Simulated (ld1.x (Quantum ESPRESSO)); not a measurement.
## What one change does to a pseudopotential (As (Z = 33), TM)

ld1.x (Quantum ESPRESSO) 7.5 input, shortened:

```
&input
   title='As', zed=33., rel=1, dft='REVPBE', iswitch=3,
   config='[Ar] 3d10 4s2 4p1.5'
 /
 &inputp
   pseudotype=2, tm=.true., lloc=0,
   nlcc=.true., rcore=1.05
 /
2
4P  2  1   1.50   0.00  1.65  1.65  0.0
4S  1  0   2.00   0.00  1.30  1.30  0.0
 &test
   configts(1)='4s2 4p1.5'
 /
```

Change: reference 4s2 4p1.

Cutoffs: the cutoffs (Ry, on a coarse ladder) from which the occupation-weighted sum of valence levels, in a spherical-Bessel basis at the reference potential, stays within 10 and 1 mRy of its value at 400 Ry; they do not see the model core or the augmentation charge, which bear on the density cutoff. Errors are all-electron minus pseudo energies relative to the spin-unpolarised reference configuration.

Problem. What does the change do?

Solution. The potential gets harder (45 Ry and 110 Ry → 50 Ry and 120 Ry); both files keep a bound ghost (p).

| quantity | base | changed |
| --- | --- | --- |
| cutoff, loose | 45 Ry | 50 Ry |
| cutoff, tight | 110 Ry | 120 Ry |
| bound ghosts | p | p |
| largest error over its own tests, meV | -254 | -203 |
| s: phases at 1.79 bohr within 0.05 rad from the reference energy up to (Ry; the scan ends near 5) | 2.8 | 2.5 |
| p: phases at 1.79 bohr within 0.05 rad from the reference energy up to (Ry; the scan ends near 5) | to the end of the scan | to the end of the scan |

 A true bound ghost makes a file unfit for plane-wave use even where its test errors are small: the radial tests pick states by their node count and pass the ghost by.
